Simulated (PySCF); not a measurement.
# Diatomics of Na with the chalcogens

PBE with triple-zeta basis sets in PySCF, for the lowest determinant that a PBE0 search found; no spin–orbit coupling. De refers to high-spin ground-configuration atoms. A positive dipole means M(−)Na(+).

```json
{"M": "O", "basis": "x2c-TZVPPall", "state (unpaired electrons)": "doublet (π ↑)", "Re (Å)": "2.069", "ωe (cm⁻¹)": "466", "De (eV)": "2.86", "μ (D)": "7.13"}
{"M": "S", "basis": "def2-TZVPP", "state (unpaired electrons)": "doublet (π ↑)", "Re (Å)": "2.496", "ωe (cm⁻¹)": "322", "De (eV)": "2.60", "μ (D)": "7.76"}
{"M": "Se", "basis": "def2-TZVPP", "state (unpaired electrons)": "doublet (π ↑)", "Re (Å)": "2.617", "ωe (cm⁻¹)": "262", "De (eV)": "2.44", "μ (D)": "7.74"}
```

The shortest bond is that of NaO (2.069 Å), the longest that of NaSe (2.617 Å).

The rows differ in basis set, which adds steps of its own.

Down a group the atoms grow and get heavier, so bonds lengthen and wavenumbers fall; this series shows no clear exception.

Spin–orbit coupling is left out. States were picked by a PBE0 search and need not be the measured ground states.
